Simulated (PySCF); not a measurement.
Cartesian coordinates (Å):
```xyz
17

Mo    -0.5737    -0.5464     0.4450
O      1.1608    -0.0600     1.2164
H      1.4806     0.8301     0.9706
O     -1.8239    -1.2641    -0.7918
H     -1.4603    -1.5434    -1.6585
O      0.4266    -0.6067    -1.2563
H      1.3737    -0.4582    -1.0557
O     -0.4181    -1.8786     1.7680
H      0.1126    -1.6989     2.5719
C     -2.3513     0.1777     1.4395
H     -2.0400     0.6101     2.4154
H     -2.9505    -0.7388     1.6230
H     -2.9511     0.9139     0.8760
C     -0.5311     1.6174     0.1267
H     -1.3335     1.8021    -0.6167
H      0.4353     1.9263    -0.3250
H     -0.7366     2.2057     1.0407
```
Charge 0, spin multiplicity 1.

What is the computed HOMO, dipole moment and charge on the central atom (Mulliken) (PySCF 2.14.0 with TPSSh-D3(BJ)/def2-TZVP // BP86-D3(BJ)/def2-SVP)?


The HOMO comes out as -6.78 eV and the dipole moment is 1.93 D. The charge on the central atom (Mulliken) is 1.30 e.
